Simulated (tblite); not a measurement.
Compound: C9H6FN.
Atom-mapped SMILES: `[F:1][c:2]1[cH:3][cH:4][c:5]2[cH:6][cH:7][n:8][cH:9][c:10]2[cH:11]1` (hydrogens: H12 on C3; H13 on C4; H14 on C6; H15 on C7; H16 on C9; H17 on C11)

Calculated harmonic vibrations of the isolated species, GFN2-xTB (tblite), most abundant isotopes, no scaling. The method is semi-empirical: single wavenumbers can be off by several per cent or more.

Harmonic wavenumbers (cm⁻¹): 111.4, 162.0, 265.1, 278.4, 365.3, 401.3, 435.0, 443.0, 499.2, 501.5, 614.9, 615.1, 697.4, 731.2, 787.8, 809.6, 847.9, 870.0, 893.3, 895.4, 911.5, 919.7, 969.6, 1090.8, 1131.0, 1148.8, 1179.2, 1217.1, 1232.6, 1243.6, 1299.9, 1348.7, 1390.0, 1419.4, 1435.8, 1493.8, 1556.5, 1587.8, 1610.3, 3048.9, 3064.6, 3085.3, 3089.2, 3107.2, 3109.6.

A = 2931, B = 817.6, C = 639.3 MHz; mass 147.048 u (most abundant isotopes); point group Cs, symmetry number 1.

Problem. Zero-point energy?

Solution. Half the sum of the wavenumbers: 26958 cm⁻¹ = 322.49 kJ/mol.

Problem. What is S at 500 K and 1 bar for an ideal gas of classical rigid rotors and harmonic oscillators?

Solution. Translation 181.85, rotation 130.84, vibration 149.62: S = 462.3 J/(mol K).

Problem. And Cp and H(500 K) − H(0)?

Solution. Cp = 224.28 J/(mol K), of which vibrations give 191.02 (their classical limit is 45 R = 374.2); H(500 K) − H(0) = 61.04 kJ/mol without the zero-point energy, 44.41 from vibrations.

Problem. Blend soft modes into free rotors: weight 1/[1 + (100 cm⁻¹/ν̃)⁴] for the oscillator and the rest for a rotor with moment μB/(μ + B), μ = h/(8π²ν), B = 10⁻⁴⁴ kg m². What vibrational entropy results?

Solution. 147.65 J/(mol K) in place of 149.62, which changes −T·S at 500 K by +0.99 kJ/mol.

Problem. Which modes carry the vibrational entropy at 500 K?

Solution. 111.4 cm⁻¹: 17.81; 162.0 cm⁻¹: 14.74; 265.1 cm⁻¹: 10.76; 278.4 cm⁻¹: 10.38; 365.3 cm⁻¹: 8.27; 401.3 cm⁻¹: 7.57 J/(mol K); the other 39 give 80.10 together.

Problem. What must be added to the electronic energy to get the Gibbs energy at 500 K and 1 bar?

Solution. ZPE + [H(500 K) − H(0)] − T·S = 322.49 + 61.04 − 231.15 = 152.38 kJ/mol.

Problem. How do the functions run with temperature in this model?

Solution. 
| T (K) | S (J/(mol K)) | Cp (J/(mol K)) | H − H(0) (kJ/mol) | G − H(0) (kJ/mol) | ln q(vib) |
| --- | --- | --- | --- | --- | --- |
| 150 | 295.7 | 74.9 | 7.30 | -37.06 | 0.92 |
| 250 | 344.5 | 120.8 | 17.05 | -69.08 | 2.40 |
| 298.15 | 367.7 | 143.5 | 23.41 | -86.23 | 3.24 |
| 400 | 416.3 | 188.1 | 40.36 | -126.16 | 5.22 |
| 600 | 505.8 | 253.0 | 84.96 | -218.54 | 9.47 |
| 900 | 620.2 | 308.9 | 170.13 | -388.03 | 15.90 |

q(vib) and H(0) count from the zero-point level.

Hindered rotation and anharmonicity are outside this model.

Hardware: an Arm Neoverse V1 with one thread, on a shared host. Cost: 0.67 s. The figure is for the frequency step alone.
